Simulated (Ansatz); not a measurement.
System: CBr$_{2}$F$_{2}$, charge 0, singlet. CBr2F2 (SMILES FC(F)(Br)Br).
B3LYP-D3(BJ)/def2-TZVP minimum from Ansatz (an electronic-structure program):
```
C
F 1 1.3321
F 1 1.3321 2 108.09
Br 1 1.9533 2 109.16 3 118.63
Br 1 1.9533 2 109.16 3 -118.63
```
Charge 0, spin multiplicity 1.

Total energies in hartree (Ansatz). UHF or UKS for unpaired electrons; spin-orbit terms are left out. Correlated methods leave the cores frozen (noble-gas shells, and filled d and f shells in the p block). No relativity. Spin-orbit terms, left out, reach several kcal/mol for Br and I, and more for heavier atoms.

| species | HF/cc-pVTZ | CCSD(T)/cc-pVTZ | HF/cc-pVQZ | CCSD(T)/cc-pVQZ | CCSD(T)/cc-pVDZ | CCSDT(Q)/cc-pVDZ |
|---|---|---|---|---|---|---|
| 1: CBr2F2 (SMILES FC(F)(Br)Br) | -5381.73298 | -5382.78000 | -5381.75790 | -5382.89892 | -5382.27526 | -5382.27768 |
| 2: F (doublet) | -99.40552 | -99.62036 | -99.41377 | -99.65026 | -99.52757 | -99.52776 |
| 3: C (triplet) | -37.69157 | -37.78076 | -37.69331 | -37.78654 | -37.76038 | -37.76071 |
| 4: Br (doublet) | -2572.44509 | -2572.60263 | -2572.44802 | -2572.62195 | -2572.47590 | -2572.47619 |

### Question
Work out the atomisation energy (electronic, to ground-state atoms) in kJ/mol: take Hartree-Fock from cc-pVQZ, extrapolate the CCSD(T) correlation energy as X^-3 (X = 3, 4), and add CCSDT(Q) - CCSD(T) in cc-pVDZ. 1 hartree = 2625.5 kJ/mol.

### Answer

Species 1: correlation (64·(-1.14102) - 27·(-1.04702))/37 = -1.20961; step -0.00242; E1 = -5381.75790 + (-1.20961) + (-0.00242) = -5382.96993
Species 2: correlation (64·(-0.23649) - 27·(-0.21484))/37 = -0.25229; step -0.00019; E2 = -99.41377 + (-0.25229) + (-0.00019) = -99.66625
Species 3: correlation (64·(-0.09323) - 27·(-0.08919))/37 = -0.09618; step -0.00033; E3 = -37.69331 + (-0.09618) + (-0.00033) = -37.78982
Species 4: correlation (64·(-0.17393) - 27·(-0.15754))/37 = -0.18589; step -0.00029; E4 = -2572.44802 + (-0.18589) + (-0.00029) = -2572.63420
-1·E1 +2·E2 +1·E3 +2·E4 = 0.57921 hartree = 1520.7 kJ/mol.
